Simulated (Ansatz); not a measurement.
Gas-phase electronic energies from Ansatz, PBE0-D4/def2-TZVP geometries. CCSD(T)/CBS adds triple-zeta CCSD(T) − MP2 to the extrapolated MP2 energy (def2 sets, frozen cores). DFT in def2-TZVPP. B3LYP here is the variant with VWN-RPA as its local correlation; programs differ in this. Each species was taken in one conformer, which may not be the lowest.

Reaction (redistribution): `B[Si](O)(F)Cl` + `O[SiH](F)N[SiH3]` → `B[SiH](F)Cl` + `O[SiH2]N[SiH](O)F`

```
             level  ΔE (kJ/mol)  difference from CCSD(T)/CBS
         r2SCAN-D4         11.5                          1.7
           PBE0-D4         10.8                          1.0
          B3LYP-D4         11.0                          1.2
           ωB97X-V         11.0                          1.2
           ωB97M-V         11.1                          1.3
            B2PLYP          9.7                         -0.1
               PBE          8.8                         -1.0
             B3LYP          9.0                         -0.8
     HF/def2-TZVPP         11.0                          1.2
    MP2/def2-TZVPP         10.2                          0.4
CCSD(T)/def2-TZVPP         10.9                          1.1
    MP2/def2-QZVPP          9.4                         -0.4
SCS-MP2/def2-QZVPP          9.0                         -0.8
      HF/CBS(def2)         10.7                          0.9
     MP2/CBS(def2)          9.1                         -0.7
    CCSD/CBS(def2)          9.8                          0.0
       CCSD(T)/CBS          9.8                            0
```

Largest T1 diagnostic among the species: 0.011.
